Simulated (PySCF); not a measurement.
An unknown gives this computed stick spectrum. Computed with TDDFT PBE0/def2-SVPD, vertical, gas phase, core orbitals frozen in the response (PySCF). Geometries: GFN2-xTB, one conformer each.

| state | E (eV) | f |
| --- | --- | --- |
| S1 | 4.99 | 0.059 |
| S2 | 5.36 | 0.0006 |
| S3 | 5.91 | 0.018 |
| S4 | 6.22 | 0.0002 |
| S5 | 6.40 | 0.0012 |
| S6 | 6.65 | 0.0011 |

Triplets computed (Tamm–Dancoff): 3.95, 4.04 eV.

Task: Which candidate is it? All have the formula C6H5FO2.
A. `O=C1C=C(CF)C(=O)C1`
B. `Oc1ccc(F)cc1O`
C. `C[C@H]1C(=O)C=C(F)C1=O`

Result: B. Its S1, at 4.99 eV, is the highest among the candidates; the nearest of the others has S1 at 3.14 eV. S1 is HOMO→LUMO (84%), HOMO-1→LUMO+2 (15%). Löwdin shares by element: HOMO carbon 46% or more, oxygen 13% or more (atoms not listed hold the other 40%); LUMO carbon 67% or more (atoms not listed hold the other 33%). At the same level the other candidates give, for their lowest levels:
- `O=C1C=C(CF)C(=O)C1`: 3.03 eV (f 0.000); 3.83 eV (f 0.000); 5.26 eV (f 0.000); 5.53 eV (f 0.303); 6.07 eV (f 0.001); T1 2.60 eV; HOMO -7.71, LUMO -2.96 eV
- `C[C@H]1C(=O)C=C(F)C1=O`: 3.14 eV (f 0.000); 3.72 eV (f 0.000); 5.32 eV (f 0.003); 5.56 eV (f 0.248); 6.05 eV (f 0.002); T1 2.69 eV; HOMO -7.86, LUMO -3.02 eV

The values belong to the conformer `[OH:1][c:2]1[cH:3][cH:4][c:5]([F:6])[cH:7][c:8]1[OH:9]`: H–O1–C2–C3 0°, H–O9–C8–C7 180°.
